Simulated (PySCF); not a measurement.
Electron correlation in Re⁺ (rhenium, charge +1)

[Xe] 4f14 5d6, high-spin 5D determinant (an excited configuration). Computed with PySCF 2.14 in x2c-TZVPPall with one added diffuse shell each of s, p, d, f type (12s8p8d4f1g, 113 functions), with scalar relativity by spin-free X2C-1e. Frozen: [Xe] 4f14; 8 electrons correlated.

| level | correlation energy (mhartree) |
| --- | --- |
| CCSD | -116.36 |
| (T) | -8.03 |
| CCSD(T) | -124.39 |

Diagnostics: T1 = 0.016, D1 = 0.0624, largest double amplitude 0.169.

Spin-orbit coupling, absent here, splits the open shell strongly. A double-excitation amplitude exceeds 0.15, a sign of near-degeneracy.

Cost of the coupled-cluster step: about 40 core-seconds, for 8 correlated electrons.
